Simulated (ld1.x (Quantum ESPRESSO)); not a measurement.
Which change was made? (In, TM)

indium (In), norm-conserving Troullier–Martins (Kleinman–Bylander form), made with ld1.x (Quantum ESPRESSO) 7.5 (PW91, scalar-relativistic). Core [Kr] 4d10, reference 5s2 5p1. Waves: 5s (bound): rc 1.90 bohr; 5p (bound): rc 3.10 bohr; 5d channel at 0.45 Ry: rc 3.30 bohr. Local part: all-electron potential smoothed inside 2.90 bohr (lloc = -1). Core correction: Bessel-smoothed model core, default radius (core density twice the valence density).

Cutoffs, loose and tight: the cutoffs (Ry, on a coarse ladder) from which the occupation-weighted sum of valence levels, in a spherical-Bessel basis at the reference potential, stays within 10 and 1 mRy of its value at 400 Ry. They do not see the model core or the augmentation charge, which bear on the density cutoff. Test errors are all-electron minus pseudo excitation energies from the reference, over the configurations 5s2 5p0; 5s1 5p0; 5s2 5p0.5; 5s1 5p1; 5s2 5p1.3; 5s1 5p2; 5s0 5p3; variants that change the core or the reference have their own tests.

The base gives: outcome: generated; cutoff, loose: 18 Ry; cutoff, tight: 40 Ry; bound ghosts: none; largest test error (meV): -229.

(1) After one change the result is: outcome: generated; cutoff, loose: 120 Ry; cutoff, tight: 180 Ry; bound ghosts: s; largest test error (meV): -229. Which change was it?
A. type ultrasoft; waves now 5s (bound): rcut 1.65, rcutus 1.90 bohr; 5s channel at 4.55 Ry: rcut 1.65, rcutus 1.90 bohr; 5p (bound): rcut 2.70, rcutus 3.10 bohr; 5p channel at 0.25 Ry: rcut 2.70, rcutus 3.10 bohr; 5d channel at 0.45 Ry: rcut 2.85, rcutus 3.30 bohr; 5d channel at 2 Ry: rcut 2.85, rcutus 3.30 bohr; local potential all-electron potential smoothed inside 2.65 bohr (lloc = -2); augmentation built from norm-conserving waves at rcut, not smoothed further
B. wave 5s (bound): rc 1.90 bohr becomes 5s (bound): rc 1.36 bohr
C. local potential all-electron potential smoothed inside 1.66 bohr (lloc = -1)

Results:

(1) B. The others give: local potential all-electron potential smoothed inside 1.66 bohr (lloc = -1) → outcome: generated; cutoff, loose: 18 Ry; cutoff, tight: 30 Ry; bound ghosts: s; largest test error (meV): -233 | type ultrasoft; waves now 5s (bound): rcut 1.65, rcutus 1.90 bohr; 5s channel at 4.55 Ry: rcut 1.65, rcutus 1.90 bohr; 5p (bound): rcut 2.70, rcutus 3.10 bohr; 5p channel at 0.25 Ry: rcut 2.70, rcutus 3.10 bohr; 5d channel at 0.45 Ry: rcut 2.85, rcutus 3.30 bohr; 5d channel at 2 Ry: rcut 2.85, rcutus 3.30 bohr; local potential all-electron potential smoothed inside 2.65 bohr (lloc = -2); augmentation built from norm-conserving waves at rcut, not smoothed further → outcome: generated; cutoff, loose: 10 Ry; cutoff, tight: 18 Ry; bound ghosts: none; largest test error (meV): -226.
